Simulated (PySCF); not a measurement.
## Electronic structure of Hg (mercury, neutral) at the UHF level

Configuration: [Xe] 4f14 5d10 6s1 6p1, high-spin 3P determinant (an excited configuration). Computed with PySCF 2.14 in x2c-TZVPPall with one added diffuse shell each of s, p, d, f type (12s8p8d4f1g, 113 functions), with the spin-free X2C one-electron Hamiltonian (Gaussian nucleus).

* Total energy: -19619.772110 hartree
* One-electron energy: -26885.3746 hartree
* Hartree (Coulomb) energy: 7638.0863 hartree
* Exchange energy: -372.4838 hartree
* ⟨S²⟩: 2.0053
* ⟨L²⟩: 2.040
* Sum of ⟨r⟩: 47.70 bohr
* Sum of ⟨r²⟩: 70.47 bohr²
* Traceless quadrupole moment −½Σ⟨3z² − r²⟩ along its main axis: -7.85 e·bohr²
* Langevin diamagnetic susceptibility: -55.8 ×10⁻⁶ cm³/mol

| shell | electrons | mean orbital energy (hartree) | spread (hartree) | rms radius, mean of both spins (bohr) |
| --- | --- | --- | --- | --- |
| 1s α | 1 | -3070.80573 | 0 | 0.0187 |
| 1s β | 1 | -3070.80310 | 0 | 0.0187 |
| 2s α | 1 | -549.91135 | 0 | 0.0755 |
| 2s β | 1 | -549.91030 | 0 | 0.0755 |
| 2p β | 3 | -476.27777 | 0.00098 | 0.0694 |
| 2p α | 3 | -476.27755 | 0.00017 | 0.0694 |
| 3s α | 1 | -133.13273 | 0 | 0.193 |
| 3s β | 1 | -133.13008 | 0 | 0.193 |
| 3p α | 3 | -111.42434 | 0.00140 | 0.195 |
| 3p β | 3 | -111.42333 | 0.00245 | 0.195 |
| 3d β | 5 | -87.47668 | 0.00218 | 0.179 |
| 3d α | 5 | -87.47638 | 0.00223 | 0.179 |
| 4s α | 1 | -30.71801 | 0 | 0.424 |
| 4s β | 1 | -30.71380 | 0 | 0.424 |
| 4p α | 3 | -23.44758 | 0.00232 | 0.452 |
| 4p β | 3 | -23.44616 | 0.00412 | 0.452 |
| 4d β | 5 | -14.43566 | 0.00424 | 0.481 |
| 4d α | 5 | -14.43545 | 0.00418 | 0.481 |
| 5s α | 1 | -5.17417 | 0 | 0.971 |
| 5s β | 1 | -5.16677 | 0 | 0.971 |
| 4f α | 7 | -4.46980 | 0.00472 | 0.527 |
| 4f β | 7 | -4.46960 | 0.00494 | 0.527 |
| 5p β | 3 | -3.12368 | 0.00785 | 1.11 |
| 5p α | 3 | -3.12271 | 0.00149 | 1.11 |
| 5d α | 5 | -0.68216 | 0.00580 | 1.59 |
| 5d β | 5 | -0.66979 | 0.01409 | 1.59 |
| 6s α | 1 | -0.43176 | 0 | 2.99 |
| 6p α | 1 | -0.18559 | 0 | 4.31 |

Spin-orbit coupling, absent here, splits the open shell strongly.

Densities and radii are taken from the X2C orbitals without a picture-change correction, which distorts them close to the nucleus.

Spin-orbit constants ζ (cm⁻¹) from the X2C one-electron operator on these orbitals: bare nucleus, nucleus screened by l(l+1)(2l+1)/3 electrons, and screened by the Breit-Pauli mean field of the electrons.

```
shell     bare  screened nucleus  mean field
   2p  9660000           9419000         n/a
   3p  2162000           2108000         n/a
   3d   334900            293000         n/a
   4p   518600            505600         n/a
   4d    71300             62390         n/a
   4f    14520              9439         n/a
   5p    84300             82190         n/a
   5d     6716              5877         n/a
   6p     3810              3714         n/a
```

To first order the Landé constant is A = 1857 cm⁻¹, so the lowest level has J = 0 and lies 0.461 eV below the centre of the term. This holds in LS coupling only.
